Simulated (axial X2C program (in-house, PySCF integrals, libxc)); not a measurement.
## What spin–orbit coupling does to SnHf

All values were computed with an in-house all-electron X2C program for linear molecules (integrals from PySCF). Spin-free means the one-electron spin-free X2C Hamiltonian; two-component (2c) means X2C with spin–orbit coupling and atomic mean-field two-electron Coulomb and Gaunt terms, so the difference of the two also holds small scalar two-electron terms. Basis: Hf dyall-v2z [11s12p8d6f], Sn dyall-v2z [9s9p7d] (cores contracted in-house); Gaussian nuclei, density fitting, unrestricted open shells. Masses: Hf 179.947 u, Sn 119.902 u.

Spin-free state: M_S = 2, Λ = 2 (beyond evenly filled blocks: σα, π+α, π-α, δ+α); fragments Hf + Sn.

| level | Re (Å) | ωe (cm⁻¹) | De (eV) | μ (D) |
| --- | --- | --- | --- | --- |
| r2SCAN0 | 2.783 | 171.0 | 1.986 | -2.40 |

Dipoles are positive if Sn is the positive end.

Two-component determinant lowest at the distance of the search:

Ω = 1 (⟨Sz⟩ = 1.03, ⟨Lz⟩ = -0.03 at r2SCAN0); fragments Hf + Sn.

```json
{"level": "r2SCAN0", "Re (Å)": "2.748", "ωe (cm⁻¹)": "181.3", "μ (D)": "-2.85"}
```

(1) From the two tables, how do the constants change at the r2SCAN0 level (2c against spin-free)?

The state is a single determinant with fixed occupations, the lowest that a limited PBE0 search found. De is counted from the lowest determinant-based energies of the atoms at the same level, without counterpoise correction. De is not given where an atomic determinant may have missed its ground term or J level, or where the truncated virtual space spoils (T). Density functionals use the spin component along the axis (collinear). Other states lie close and PBE0, whose exact exchange favours high spin, may order them wrongly; the determinant shown need not be the ground state. The nearest other spin-free determinant of the search, M_S = 1, Λ = 0, lies 0.22 eV up at the distance of the search. The functionals have no current-density term, which raises determinants with orbital currents, atoms included. With several unpaired electrons one determinant need not be a pure state. Open-shell Ω = 0 determinants with evenly filled partner blocks cannot be reached by this program, so the Ω shown need not be the lowest component. The determinant is spin-polarised beyond a pure state at some levels (its spin-free form has ⟨S²⟩ too high), which makes Re and μ there less reliable.

Answers

(1) At the r2SCAN0 level Re decreases by 0.035 Å and ωe rises by 10.3 cm⁻¹. The two determinants differ in configuration, so these shifts compare two states and are not the spin–orbit effect on one state.
